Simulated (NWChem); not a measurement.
Species: C$_{3}$H$_{6}$OSi; SMILES [SiH2](C#CC)O

```xyz
11

C      3.0981     0.0098     0.0912
C      1.6422     0.0767     0.1491
C      0.4266     0.1292     0.2036
Si    -1.3928     0.2156     0.2774
O     -2.1172    -0.7208    -0.8962
H      3.5321     0.9882    -0.1473
H      3.5157    -0.3180     1.0509
H      3.4294    -0.7005    -0.6761
H     -1.8842    -0.3318     1.5619
H     -1.7842     1.6474     0.1538
H     -1.8517    -0.5376    -1.8082
```
Atoms are numbered in this order, from 1.

All runs: NWChem. Pople sets run with spherical d functions. Structure relaxed at the B3LYP/6-31G* (spherical d) level. Atomic charges in e: unrestrained fits to the electrostatic potential beside Mulliken populations; buried atoms are poorly determined by the fit.

Q: What does the run give for Hartree-Fock/6-31G*? Quantities: ESP C1; Mulliken C1; ESP C2; Mulliken C2; ESP C3; Mulliken C3; ESP Si4; Mulliken Si4; ESP O5; Mulliken O5; relative RMS misfit of the potential (%).

A: 
| Item | Value |
|---|---|
| ESP C1 | 0.00 |
| Mulliken C1 | -0.56 |
| ESP C2 | 0.08 |
| Mulliken C2 | 0.24 |
| ESP C3 | -0.53 |
| Mulliken C3 | -0.52 |
| ESP Si4 | 1.07 |
| Mulliken Si4 | 0.95 |
| ESP O5 | -0.80 |
| Mulliken O5 | -0.89 |
| relative RMS misfit of the potential (%) | 27 |
